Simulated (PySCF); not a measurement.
Compound: C7H10N (doublet state).
Z-matrix (Å and degrees, GFN2-xTB geometry), rows numbered from 1:
```
C 
N   1  1.4424
C   2  1.3976  1  118.08
C   3  1.4771  2  125.98  1   174.80
C   4  1.5494  3  106.41  2   -97.77
C   5  1.5166  4  106.47  3     1.68
C   3  1.5118  2  125.34  1    57.01
C   5  1.4940  4   59.26  3   -80.78
H   1  1.0900  2  109.01  3  -168.41
H   1  1.0985  2  113.21  3    70.50
H   1  1.0889  2  108.51  3   -49.88
H   2  1.0129  1  113.63  3  -135.12
H   4  1.0774  3  128.75  2    59.71
H   5  1.0776  4  122.14  8  -118.99
H   6  1.0906  5  117.89  4    80.05
H   6  1.0885  5  112.09  4  -150.25
H   7  1.0846  3  122.59  2   -72.96
H   8  1.0726  4  132.08  5   124.35
```

The hyperfine couplings belong to this conformer and change with its torsions.

The species is `CN[C]1[C@@H]2[C@@H]3C[C@H]1[C@@H]32` [radical].

The calculation used UKS B3LYP, pcH-1 on C H N, non-relativistic, mean-field spin-orbit, GIAO in PySCF. Isolated species at its GFN2-xTB geometry (one conformer only). A GFN2-xTB geometry isn't a minimum of the functional, and hyperfine couplings can be far from their values at a DFT geometry. No stability test was run, so a lower SCF solution isn't excluded.

Principal values of hyperfine tensors in MHz (contact and dipolar terms together), for some of the nuclei:

| atom | isotope | A1 | A2 | A3 |
| --- | --- | --- | --- | --- |
| C3 | 13C | 152.76 | 155.50 | 340.40 |
| C5 | 13C | 44.07 | 45.18 | 65.16 |
| C6 | 13C | 21.23 | 22.56 | 33.91 |
| C8 | 13C | 20.70 | 21.33 | 28.07 |
| H10 | 1H | 19.00 | 20.30 | 29.05 |
| H13 | 1H | 12.15 | 12.63 | 22.59 |
| C1 | 13C | 5.94 | 7.19 | 10.73 |
| H11 | 1H | 2.01 | 3.05 | 12.00 |

(1) Give the isotropic coupling of each nucleus in MHz and in mT (g = 2.0027), and the anisotropic part.

(2) What spin density at the nucleus of H10 lies behind its contact coupling (g_N = 5.58569)?

(3) H17 (1H, g_N = 5.58569) isn't in the table. Its spin density at the nucleus is 0.00611 bohr⁻³. What is its contact coupling?

(4) Which nucleus of the table has the largest anisotropic coupling, and what is its form?

(5) In a single crystal, with the field along each principal axis of the tensor of C6 in turn, what first-order splitting does this nucleus give (isotropic g, quadrupole terms neglected)?

Results:

(1) a_iso is a third of the trace, T = A − a_iso, and a(mT) = a(MHz)/(g × 13.996).

```
atom  a_iso (MHz)  a_iso (mT)      T1      T2      T3
  C3       216.22       7.714  -63.46  -60.72  124.17
  C5        51.47       1.836   -7.40   -6.29   13.69
  C6        25.90       0.924   -4.67   -3.34    8.01
  C8        23.37       0.834   -2.67   -2.03    4.71
 H10        22.78       0.813   -3.78   -2.48    6.27
 H13        15.79       0.563   -3.64   -3.16    6.80
  C1         7.95       0.284   -2.01   -0.76    2.77
 H11         5.69       0.203   -3.68   -2.64    6.31
```

(2) a_FC = (2μ0/3) gₑ μB g_N μN ρ(0)/(2S·h) = 800.24 MHz × g_N × ρ(0)/(2S), with ρ in bohr⁻³. With a_FC = 22.78 MHz and 2S = 1, ρ(0) = 0.005096 bohr⁻³. In magnitude that is 1.6 % of the 1/π = 0.318 of a free hydrogen atom.

(3) By the same relation, a_FC = 27.3 MHz. Its full tensor has the principal values 22.74, 23.91, 35.28 MHz.

(4) C3: -63.5, -60.7, 124.2 MHz, nearly axial, close to the ratio −1:−1:+2, the form that spin in one p orbital centred on that nucleus gives.

(5) 2 lines (I = 1/2), spaced by |A_i|/(g × 13.996): 0.76, 0.80, 1.21 mT along the axes of A1, A2 and A3.
